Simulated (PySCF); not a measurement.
**The second ionisation energy along group 10**

All values are computed (PySCF 2.14, energy differences of UHF-based or UKS calculations, no spin-orbit coupling). Values in eV. The last column holds reference values (NIST; (s) semi-empirical, (t) theoretical, else measured). Unmarked ones compare directly (S terms, centres of terms, or small fine structure); those marked * lie between the lowest fine-structure levels and include a spin-orbit shift.

| element | configurations | UHF | MP2 (valence) | SCS-MP2 (valence) | reference |
| --- | --- | --- | --- | --- | --- |
| Ni (def2-TZVP, non-relativistic) | [Ar] 3d9 → [Ar] 3d8 | 15.204 | 18.013 | 17.734 | 18.169 * |
| Pd (def2-TZVP with the def2 core potential (28 electrons), ECP) | [Kr] 4d9 → [Kr] 4d8 | 17.435 | 18.866 | 18.763 | 19.43 ± 0.12 (s) * |
| Pt (def2-TZVP with the def2 core potential (60 electrons), ECP) | [Xe] 4f14 5d9 → [Xe] 4f14 5d8 | 16.924 | 18.414 | 18.305 | 18.56 ± 0.12 * |

"Valence" correlates the outer s and p shells and, in groups 3 to 12 and the f block, the outer d or f shell, open or full, or the next shell where the ion has no valence electron left; the wider scheme adds the next inner shell.
